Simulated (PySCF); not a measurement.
**Telling isomers of C$_{8}$H$_{10}$N$_{2}$ apart by NMR**

One computed conformer, relativity neglected, gas phase, rapidly exchanging positions averaged. Structure optimised with GFN2-xTB; GIAO PBE0/pcSseg-1 shieldings; PySCF 2.14.0 with density-fitted response routines.

Chemical shifts δ = σref − σ; ¹H (31.72 ppm) and ¹³C (186.93 ppm) vs TMS, all at this level. Where no couplings were computed, multiplicities follow the n + 1 count of equivalent neighbours, and m marks all less simple cases (inequivalent or close neighbours, rings, F or P nearby). Shifts are as computed. Against solution values, carbons near 30 ppm lie about +3 ppm off and those near 130 ppm about +5 ppm. Of 1211 compounds with measured shifts, 218 miss one by over three times the rms of a fit or turn the order of signals round; such compounds aren't used in these exercises. OH and NH positions are gas-phase values without hydrogen bonding to other molecules.

(1) Tabulate the signals of `[H]/N=C\[C@@H]1[C@H]2C=C[C@@H](/C=N/[H])[C@H]21`, `C=CCn1cc(C=C)cn1`, `C#CCn1ncc(C)c1C`, `C#CCn1cc(C)c(C)n1` and their relative energies.

(2) What is the quickest way to tell [H]/N=C\[C@@H]1[C@H]2C=C[C@@H](/C=N/[H])[C@H]21 from C=CCn1cc(C=C)cn1?

(3) What is the quickest way to tell C=CCn1cc(C=C)cn1 from C#CCn1ncc(C)c1C?

(4) What is the quickest way to tell [H]/N=C\[C@@H]1[C@H]2C=C[C@@H](/C=N/[H])[C@H]21 from C#CCn1ncc(C)c1C?

Results:

(1) 
| SMILES | carbon types | δC | δH | E rel. (kcal/mol) |
| --- | --- | --- | --- | --- |
| [H]/N=C\[C@@H]1[C@H]2C=C[C@@H](/C=N/[H])[C@H]21 | 8×CH | 178.9, 176.8, 142.1, 141.0, 59.0, 39.0, 36.4, 27.8 | 10.75 (br s, 1H), 10.69 (br s, 1H), 8.73 (d, 1H), 7.03 (d, 1H), 6.28 (m, 1H), 5.56 (m, 1H), 4.03 (m, 1H), 2.19 (m, 1H), 1.95 (m, 1H), 1.10 (m, 1H) | 13.8 |
| C=CCn1cc(C=C)cn1 | 1×C 4×CH 3×CH2 | 145.7, 142.5, 135.8, 129.6, 128.3, 123.7, 115.9, 59.7 | 7.79 (m, 1H), 7.34 (m, 1H), 6.75 (m, 1H), 6.26 (m, 1H), 5.79 (m, 1H), 5.68 (m, 1H), 5.48 (m, 1H), 5.32 (m, 1H), 4.87 (d, 2H) | 0.0 |
| C#CCn1ncc(C)c1C | 3×C 2×CH 1×CH2 2×CH3 | 142.2, 139.0, 120.0, 84.0, 80.3, 42.1, 11.3, 11.2 | 7.24 (s, 1H), 4.93 (d, 2H), 2.51 (s, 3H), 2.21 (s, 3H), 1.76 (t, 1H) | 13.1 |
| C#CCn1cc(C)c(C)n1 | 3×C 2×CH 1×CH2 2×CH3 | 149.8, 131.6, 122.6, 84.7, 80.4, 43.2, 14.3, 11.5 | 7.39 (s, 1H), 4.93 (d, 2H), 2.32 (s, 3H), 2.19 (s, 3H), 1.81 (t, 1H) | 12.4 |

Energies are electronic energies at PBE0/pcSseg-1 on these geometries, without zero-point or thermal terms, each for the one conformer computed, which needn't be the lowest.

(2) Both give the same number of carbon signals, but DEPT or the intensities differ. The first has an allylic sp3 CH at 59.0 ppm, the second a substituted aromatic carbon (C) at 129.6 ppm. Their most deshielded carbons lie at 178.9 and 145.7 ppm. In the proton spectra the most deshielded non-exchanging signals are 8.73 (d, 1H) and 7.79 (m, 1H).

(3) Both give the same number of carbon signals, but DEPT or the intensities differ. The first has a terminal =CH2 carbon at 123.7 ppm, the second a methyl carbon on an aromatic ring (CH3) at 11.3 ppm. Their most deshielded carbons lie at 145.7 and 142.2 ppm. In the proton spectra the most deshielded non-exchanging signals are 7.79 (m, 1H) and 7.24 (s, 1H).

(4) Both give the same number of carbon signals, but DEPT or the intensities differ. The first has a three-membered-ring carbon (CH) at 27.8 ppm, the second a substituted aromatic carbon next to a ring nitrogen (C) at 139.0 ppm. Their most deshielded carbons lie at 178.9 and 142.2 ppm. In the proton spectra the most deshielded non-exchanging signals are 8.73 (d, 1H) and 7.24 (s, 1H).
